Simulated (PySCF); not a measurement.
C₄H₄FN₂O (charge -1).
Bonds: C1–O2, O2–C3, C3–C4 (aromatic), C4–N5 (aromatic), N5–N6 (aromatic), N6–C7 (aromatic), C7–F8, C3–C7 (aromatic). Hydrogens: H9, H10, H11 on C1; H12 on C4.

Structure optimised with GFN2-xTB, isolated species.

Give the optimised bond lengths and angles.

| bond | length (pm) | order |
| --- | --- | --- |
| C1–O2 | 139.4 | single |
| O2–C3 | 140.4 | single |
| C3–C4 | 139.4 | aromatic |
| C4–N5 | 133.5 | aromatic |
| N5–N6 | 133.5 | aromatic |
| N6–C7 | 132.7 | aromatic |
| C7–F8 | 137.8 | single |
| C3–C7 | 139.1 | aromatic |
| C1–H9, C1–H10, C1–H11 | 109.7 | single |
| C4–H12 | 107.7 | single |

Bonds in one row agree within 1 pm and their mean is given. Orders are formal, as drawn. A selection of angles:
| angle | degrees |
| --- | --- |
| C1–O2–C3 | 114.1 |
| O2–C3–C4 | 125.8 |
| O2–C3–C7 | 132.4 |
| C4–C3–C7 | 101.8 |
| C3–C4–N5 | 110.3 |
| C4–N5–N6 | 108.9 |
| N5–N6–C7 | 107.3 |
| N6–C7–F8 | 120.6 |
| C3–C7–N6 | 111.8 |
| C3–C7–F8 | 127.7 |

Torsions: C1–O2–C3–C4 180° (antiperiplanar).

Of the pairs four or more bonds apart, C1···F8 is among the closest relative to their van der Waals radii: 2.89 Å, 91 % of the sum of Bondi's values. C7 (aromatic C–F carbon) is planar (angles 127.7°, 120.6° and 111.8°, sum 360.0°, 0.00 Å off the plane of its three neighbours). The 5-membered ring C3–C4–N5–N6–C7 has internal angles of 101.8° to 111.8° (sum 540°, against 540° for a flat polygon); it is planar, 0.00 Å rms from its mean plane, widest ring torsion 0°. The 8 heavy atoms lie in one plane (0.001 Å rms). C3 (aromatic carbon bearing oxygen) is planar (angles 132.4°, 125.8° and 101.8°, sum 360.0°, 0.00 Å off the plane of its three neighbours). C4 (aromatic CH next to a ring nitrogen) is planar (angles 128.2°, 121.5° and 110.3°, sum 360.0°, 0.00 Å off the plane of its three neighbours).

Point group: Cs (tolerance 0.08 Å). GFN2-xTB frequencies: not computed here.

One conformer stands for the species.
